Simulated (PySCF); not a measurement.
Compound: [TcOCl4]- (charge -1 and singlet state).
SMILES: `[O]=[Tc-]([Cl])([Cl])([Cl])[Cl]`

The closed-shell ground state was solved at several levels (PySCF, density fitting, gas phase). Geometry: PBE0-D3(BJ)/def2-SVP; no solvent, vibrations or thermal averaging. Atoms past krypton carry effective core potentials; spin–orbit coupling is left out. No diffuse functions stand in pcSseg-1 (def2-TZVP on Tc), which bears on an anion's orbital energies.

| level | basis functions | total energy (Eh) | HOMO (eV) | LUMO (eV) | gap (eV) |
| --- | --- | --- | --- | --- | --- |
| KT2/pcSseg-1 (def2-TZVP on Tc) | 153 | -2012.1700 | -1.30 | 0.01 | 1.31 |
| PBE0/pcSseg-1 (def2-TZVP on Tc) | 153 | -1996.3603 | -2.90 | 0.81 | 3.71 |

What might B3LYP/def2-SVPD (165 basis functions) give for the same quantities?

Total energy -1996.5931 Eh, HOMO -2.78 eV, LUMO 0.44 eV, gap 3.22 eV.

Over all these levels, which gives the widest orbital gap and which the narrowest?

PBE0/pcSseg-1 (def2-TZVP on Tc) (global hybrid, 25 % exact exchange) has the widest, 3.71 eV, and KT2/pcSseg-1 (def2-TZVP on Tc) (GGA) the narrowest, 1.31 eV. The two share the basis. From the narrowest to the widest the HOMO moves by -1.60 eV and the LUMO by +0.80 eV.
